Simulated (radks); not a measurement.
The numbers below are computed, except where a source is named.
Species: I2+. Configuration: [Kr] 4d10 5s2 5p2.5 5d0.5 (fractional occupations, a model configuration). Code: a radial shooting solver on a logarithmic mesh with Libxc functionals. Model: scalar-relativistic Kohn-Sham, LDA (Slater exchange, Perdew-Wang correlation), spin-polarised, spherical densities, finite nucleus; open shells are filled with parallel spins first (spin-orbit coupling, left out, can overturn this in heavy ions); Fermi nuclear charge, rms radius 4.75 fm.

Normalised radial functions P(r) = r R(r), r in bohr:

```
   r/bohr * 4p down, o 4d up, + 4d down (the largest magnitude, 1.29, reaches the edge; | marks zero, & curves that meet)
 0.001284                             &
 0.001494                             &
  0.00174                             &
 0.002025                             &
 0.002358                             &
 0.002745                             &
  0.00317                             &
  0.00369                             &
 0.004296                             &
 0.005001                             &
 0.005822                             &*
 0.006778                             &*
 0.007891                             &*
 0.009186                             &*
  0.01069                             & *
  0.01245                             & *
  0.01449                             &  *
  0.01687                             &  *
  0.01964                             &   *
  0.02287                             &    *
  0.02662                             |&    *
  0.03099                             |&     *
  0.03579                             |&      *
  0.04167                             | &      *
  0.04851                             | &       *
  0.05647                             |  &      *
  0.06574                             |   &     *
  0.07653                             |    &   *
  0.08909                             |      &
   0.1037                             |   *   &
   0.1207                             *         &
   0.1406                        *    |           &
   0.1636                    *        |            &
   0.1905                *            |            &
   0.2218              *              |           &
   0.2582               *             |         &
   0.3006                  *          |     &
   0.3499                         *   &
   0.4041                       &     |    *
   0.4704                 &           |             *
   0.5477           &                 |                    *
   0.6376       &                     |                         *
   0.7422     &                       |                          *
   0.8641      &                      |                        *
    1.006        &                    |                   *
    1.171            &                |             *
    1.363                &            |        *
    1.587                    &        |    *
    1.848                       &     | *
    2.151                          &  |*
    2.504                           & *
    2.915                            &*
    3.394                             &
    3.951                             &
    4.563                             &
    5.312                             &
    6.184                             &
    7.199                             &
    8.381                             &
    9.756                             &
    11.36                             &
    13.22                             &
```

4p down: eigenvalue -148.96 eV, 2 radial nodes at r = 0.120, 0.374 bohr, <r> = 0.791 bohr, 90 % of the charge inside 1.16 bohr. 4d up: eigenvalue -72.176 eV, 1 radial node at r = 0.353 bohr, <r> = 0.921 bohr, 90 % of the charge inside 1.41 bohr. 4d down: eigenvalue -71.764 eV, 1 radial node at r = 0.353 bohr, <r> = 0.916 bohr, 90 % of the charge inside 1.39 bohr.
